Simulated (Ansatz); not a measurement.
Z-matrix (Å, degrees):
```
C
O 1 1.411
H 1 1.094 2 110.9
H 1 1.096 2 111.6 3 -121.4
H 1 1.091 2 108.1 3 119.2
Si 2 1.625 1 124.8 3 69.9
O 6 1.617 2 108.6 1 179.7
Cl 6 2.042 2 111.0 1 -62.9
H 6 1.480 2 110.0 1 55.9
C 7 1.414 6 124.4 2 -53.1
H 10 1.095 7 111.4 6 -60.0
H 10 1.093 7 111.0 6 61.6
H 10 1.090 7 107.8 6 -179.0
```

Charge 0, multiplicity 1.

Task: List the PBE/def2-TZVPP orbital energies in eV (Ansatz 0.2.0). (An estimate is asked.)

Result: Computed: Occupied: -2738.79, -1781.02, -510.58, -510.54, -270.39, -270.34, -249.38, -190.06, -189.92, -189.91, -138.55, -95.34, -95.30, -95.25, -25.90, -25.40, -20.44, -17.40, -17.03, -13.53, -12.21, -11.60, -11.43, -11.10, -10.87, -10.53, -9.36, -8.17, -7.83, -7.71, -7.43, -7.07, -7.03. Lowest empty: 0.14, 0.24, 0.50, 1.11, 1.33, 1.90, 2.28, 2.34.
